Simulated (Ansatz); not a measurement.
Reaction (substitution at a C–Se bond): `N=C(N)[SeH]` + H₂S → `N=C(N)S` + H₂Se

Computed with Ansatz on PBE0-D4/def2-TZVP structures; ΔE is electronic, products minus reactants. CCSD(T)/CBS adds triple-zeta CCSD(T) − MP2 to the extrapolated MP2 energy (def2 sets, frozen cores). This one scheme is used for every species. Functionals use def2-TZVPP. HSE06 is defined as in plane-wave codes. For Se outer-core shells are correlated without core-valence functions, which leaves a few kJ/mol of doubt a bond. Scalar relativity is left out up to krypton. One conformer a species, not always the lowest.

`N=C(N)[SeH]`:

```xyz
8

N     0.241    1.323   -0.373
C     0.065    0.096   -0.145
N    -0.691   -0.697   -0.959
Se    0.875   -0.973    1.272
H     0.930    1.749    0.234
H    -1.180   -0.199   -1.688
H    -1.190   -1.461   -0.538
H     0.950    0.162    2.197
```

H₂S:

Z-matrix (Å, degrees):
```
S
H 1 1.341
H 1 1.341 2 92.3
```

`N=C(N)S`:

Cartesian coordinates in Å:
```
N -0.959 -1.266 -0.089
C -0.181 -0.282 0.070
N 0.218 0.501 -0.983
S 0.479 0.206 1.657
H -1.261 -1.664 0.793
H -0.061 0.128 -1.878
H 1.156 0.862 -0.949
H 0.609 1.514 1.380
```

H₂Se:

Cartesian coordinates in Å:
```
Se -0.520 0.143 -0.421
H -0.399 -0.565 0.858
H 0.920 0.423 -0.437
```

| level | ΔE (kJ/mol) | difference from CCSD(T)/CBS |
| --- | --- | --- |
| BLYP-D4 | 3.6 | 2.5 |
| HSE06-D4 | -0.6 | -1.7 |
| CAM-B3LYP-D4 | -1.2 | -2.3 |
| B2PLYP | 1.6 | 0.5 |
| PBE | 0.6 | -0.5 |
| BLYP | 2.4 | 1.3 |
| HSE06 | -1.3 | -2.4 |
| CCSD/def2-SVP | -6.4 | -7.5 |
| CCSD(T)/def2-TZVPP | 2.8 | 1.7 |
| MP2/CBS(def2) | 3.3 | 2.2 |
| CCSD(T)/CBS | 1.1 | 0 |

Largest T1 diagnostic among the species: 0.014.

From BLYP to BHLYP (50 % exact exchange), in def2-TZVPP and without D4, ΔE moves by −4.6 kJ/mol. At CCSD(T), def2-SVP lies −6.8 kJ/mol from the extrapolated value and def2-TZVPP +1.7 kJ/mol.
